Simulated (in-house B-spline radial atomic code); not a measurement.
**The tungsten ion W⁺: [Xe] 4f14 5d3 6s1 7g1 (an excited or competing configuration)**

All numbers are computed (Dirac-Hartree-Fock, average of configuration; Fermi nucleus of rms radius 5.3658 fm) with a B-spline radial code for spherical atoms, not measured.

Screening seen three ways: the hydrogenic charge with the same mean radius, Z_r = [3n² - l(l+1)]/(2<r>), the one with the same energy, Z_e = n√(-2ε), and Slater's rules. Values are occupation-weighted means over j. An effective charge above Z reflects the relativistic contraction of the inner shells.

```
shell  electrons   ε (eV)  <r> (bohr)    Z_r    Z_e  Slater
   1s          2   -69986     0.01835  81.76  71.72   73.70
   2s          2   -12231      0.0769  78.03  59.96   69.85
   2p          6   -10767     0.06901  72.45  56.26   69.85
   3s          2  -2892.5      0.2001  67.47  43.74   62.75
   3p          6  -2445.8      0.2001  62.46  40.22   62.75
   3d         10  -1895.9      0.1824  57.55  35.41   52.85
   4s          2  -643.68      0.4498  53.36  27.51   46.25
   4p          6  -493.16      0.4766  48.26  24.08   46.25
   4d         10  -290.99       0.512  41.02  18.50   34.85
   5s          2  -112.03        1.08  34.72  14.35   16.35
   5p          6  -71.088       1.246  29.30  11.43   16.35
   4f         14  -68.278       0.598  30.10   8.96   23.45
   5d          3  -26.176       1.802  19.14   6.94    5.30
   6s          1  -21.815       2.839  19.02   7.60    4.65
   7g          1  -1.1113       31.72   2.00   2.00       -
```

The least bound orbital is 7g7/2 at -1.111 eV, and it is also the most diffuse (<r> = 31.72 bohr).

Spin-orbit splittings of the orbital energies (j = l + 1/2 above j = l - 1/2 when positive): 2p 1356 eV, 3p 297.7 eV, 3d 64.08 eV, 4p 69.69 eV, 4d 13.07 eV, 5p 10.46 eV, 4f 2.42 eV, 5d 0.7683 eV, 7g -7.848e-06 eV.

For the 1s electron the small component carries 7.79 % of the norm, the zero-frequency Breit interaction raises the level by 243.3 eV, self-energy by 152 eV, and vacuum polarisation lowers it by 28.76 eV.
